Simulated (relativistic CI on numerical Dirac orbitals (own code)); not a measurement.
# Pr XVI: sensitivity of the levels to the model

Base calculation: Dirac-Coulomb-Breit CI, orbitals from a KLI potential per configuration, QED by a radiative potential, unscaled Slater integrals.

CI space (outside the closed core [Ar] 3d10): 4s²4p⁶4d⁸, 4s²4p⁵4d⁹, 4s²4p⁶4d⁷4f, 4s4p⁶4d⁹, 4s²4p⁶4d⁷5s, 4s²4p⁵4d⁸4f, 4s²4p⁶4d⁷5p, 4s4p⁶4d⁸4f, 4s²4p⁶4d⁶4f5s, 4s²4p⁶4d⁷5d, 4s²4p⁶4d⁶5s5p, 4s²4p⁵4d⁸5s, 4s²4p⁶4d⁷5f, 4s²4p⁶4d⁷6s, 4s²4p⁶4d⁷6p, 4s²4p⁶4d⁷6d, 4s²4p⁶4d⁷6f, 4s²4p⁵4d⁸5d, 4s²4p⁶4d⁷7p, 4s²4p⁶4d⁷7f, 4p⁶4d⁹4f, 4p⁶4d⁹5p, 4p⁶4d¹⁰, 4p⁵4d¹⁰4f, 4s²4p⁶4d⁶5s², 4s²4p⁶4d⁵4f5s², 4s²4p⁵4d⁶4f5s², 4s²4p⁶4d⁵5s²5p. Double excitations out of closed p, d and f shells are left out; levels of such configurations are missing from the list, as are those of other unlisted configurations, and high levels can miss mixing partners. These lack a partner that the ground configuration has and come out too high: 4s²4p⁵4d⁸5s, 4s²4p⁵4d⁸5d.

The lowest level and the first level of each name with at least 55 % of one term (blank where a level has no safe partner in the second run):

```csv
Level,Base (cm⁻¹),Shift (cm⁻¹)
4s²4p⁶4d⁸ ³F4,0,0
4s²4p⁶4d⁸ ³F3,29389,-86
4s²4p⁶4d⁸ ³P0,52424,-34
4s²4p⁶4d⁸ ³P1,59384,-86
4s²4p⁶4d⁸ ¹G4,63982,-80
4s²4p⁶4d⁸ ¹S0,143772,-135
4s²4p⁵4d⁹ ³F°4,859693,+254
4s²4p⁵4d⁹ ³D°3,861767,+178
4s²4p⁵4d⁹ ³P°0,913050,+131
4s²4p⁶4d⁷4f ⁵G°6,927929,-61
4s²4p⁶4d⁷4f ⁵G°5,928029,-45
4s²4p⁶4d⁷4f ⁵G°4,932474,-43
4s²4p⁶4d⁷4f ⁵G°3,940985,-66
4s²4p⁶4d⁷4f ⁵H°7,952883,-38
4s²4p⁶4d⁷4f ⁵I°8,956311,-39
4s²4p⁶4d⁷4f ⁵F°5,957248,-84
4s²4p⁶4d⁷4f ⁵D°0,970288,-62
4s²4p⁶4d⁷4f ⁵D°1,970775,-82
4s²4p⁶4d⁷4f ⁵H°5,971892,-89
4s²4p⁶4d⁷4f ⁵P°1,981792,-97
4s²4p⁶4d⁷4f ⁵I°6,983877,-99
4s²4p⁶4d⁷4f ⁵I°5,986763,-86
```

At this charge energies of transitions that change n are usually good to better than 1 %, and those within a shell (Δn = 0) to a few per cent. Terms inside the open d or f shell come out 10 to 20 % too wide with unscaled integrals. Levels and lines within the n = 5 or 6 shells can be off by up to 10 % or somewhat more, and those that change n by about 2 %, since core polarisation is missing.

Question: One thing was changed in a second run, which moved the levels as shown. Which?
A. Breit term removed
B. configuration mixing switched off
C. QED terms removed

Answer: C. QED terms removed. QED shifts follow the density of s (and p1/2) electrons at the nucleus, so configurations move by their count of such electrons; where none moves, the smaller shifts of p3/2 electrons and of j = l + 1/2 against j = l − 1/2 set the pattern.

LS names give the leading component of a level, which can be under half, so a name can repeat, a term be missing and a line seem to break the LS rules.
